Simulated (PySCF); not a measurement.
C₃H₅, SMILES C=[C]C, multiplicity 2. Atoms are numbered in the order given.

```xyz
8

C     -0.0971    -1.3394     0.0000
C      0.3784    -0.1245     0.0000
C     -0.0757     1.2672     0.0000
H      0.5414    -2.2167     0.0000
H     -1.1741    -1.5291     0.0000
H     -1.1740     1.3204     0.0000
H      0.2865     1.8026    -0.8810
H      0.2865     1.8026     0.8810
```
Charge 0, spin multiplicity 2.

Geometry: B3LYP-D3(BJ)/def2-TZVP. The isomer is the one that the SMILES or the coordinates give; other isomers of the formula were not compared.

Method: PySCF with TDA-PBE0/def2-SVPD.

Vertical excitations. Isolated molecule, no solvent.

Computed lowest excited states:
| state | energy (eV) | λ (nm) | f | main pairs |
|---|---|---|---|---|
| root 1 | 3.59 | 345 | 0.002 | α HOMO→LUMO 8 %, β HOMO→LUMO 91 % |
| root 2 | 4.56 | 272 | 0.003 | α HOMO→LUMO 91 %, β HOMO→LUMO 8 % |
| root 3 | 4.78 | 260 | 0.000 | α HOMO−1→LUMO 50 %, β HOMO→LUMO+1 46 % |
| root 4 | 5.89 | 211 | 0.006 | α HOMO→LUMO+1 98 % |
| root 5 | 6.77 | 183 | 0.004 | α HOMO→LUMO+2 98 % |
| root 6 | 7.11 | 174 | 0.000 | α HOMO−1→LUMO+1 36 %, β HOMO→LUMO+2 58 % |
| root 7 | 7.16 | 173 | 0.104 | α HOMO→LUMO+3 97 % |
| root 8 | 7.28 | 170 | 0.012 | α HOMO−1→LUMO+1 61 %, β HOMO→LUMO+2 36 % |
| root 9 | 7.48 | 166 | 0.009 | α HOMO−1→LUMO 5 %, β HOMO−1→LUMO 78 % |
| root 10 | 7.94 | 156 | 0.094 | α HOMO→LUMO+4 44 %, α HOMO−1→LUMO 13 %, β HOMO−3→LUMO 15 %, β HOMO→LUMO+1 14 %, β HOMO−4→LUMO 7 % |
Unrestricted roots are not spin-pure.
